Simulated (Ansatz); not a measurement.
Coupled-cluster diagnostics for Li4O2 (the lowest singlet isomer of a short search), Ansatz.

Geometry of the singlet (r2SCAN-D4/def2-TZVP):

Cartesian coordinates in Å:
```
Li 1.087 2.221 1.837
Li -0.797 0.596 -0.246
Li 0.804 -0.596 0.242
Li -1.100 -2.219 -1.832
O 0.520 1.049 0.867
O -0.514 -1.050 -0.869
```

Correlated methods freeze 2 core orbitals; core or outer-core shells of Li are correlated, in sets that lack core-valence functions. In CCSD on the charge 1 doublet the largest single amplitude is 0.29, so its Hartree–Fock determinant may place the open shell otherwise than the density functionals do. The structure comes from a short search, and lower isomers may exist.

(1) Estimate the CCSD(T) correlation energy, the shares of MP2 and (T), T1 and the reference's ⟨S²⟩ for: charge 0, singlet, own geometry in def2-TZVPP; charge 0, singlet, own geometry in def2-TZVPD; charge 1, doublet, vertical in def2-TZVPP; charge -1, doublet, vertical in def2-TZVPD; and the rough time on 4 threads of Arm Neoverse V1 on a shared host.

Results:

(1) 
| state | basis | correlation (eV) | MP2 share (%) | (T) share (%) | T1 | ⟨S²⟩ (pure) | wall time | remarks |
| --- | --- | --- | --- | --- | --- | --- | --- | --- |
| charge 0, singlet, own geometry | def2-TZVPP | -19.560 | 96.4 | 3.3 | 0.020 | 0.00 (0.00) | 15 s | – |
| charge 0, singlet, own geometry | def2-TZVPD | -19.716 | 96.4 | 3.5 | 0.020 | 0.00 (0.00) | 19 s | – |
| charge 1, doublet, vertical | def2-TZVPP | -17.683 | 93.2 | 2.9 | 0.050 | 0.76 (0.75) | 49 s | large T1 (0.050) |
| charge -1, doublet, vertical | def2-TZVPD | -19.832 | 96.2 | 3.6 | 0.030 | 0.75 (0.75) | 90 s | HOMO above zero |
Customary marks for T1 are 0.02 (closed shells), 0.045 (open shells) and about 0.05 (3d metals). T1 exceeds 0.02 in 2 of 4 rows and 0.045 in 1; the higher it lies, the less the single-reference result can be trusted.
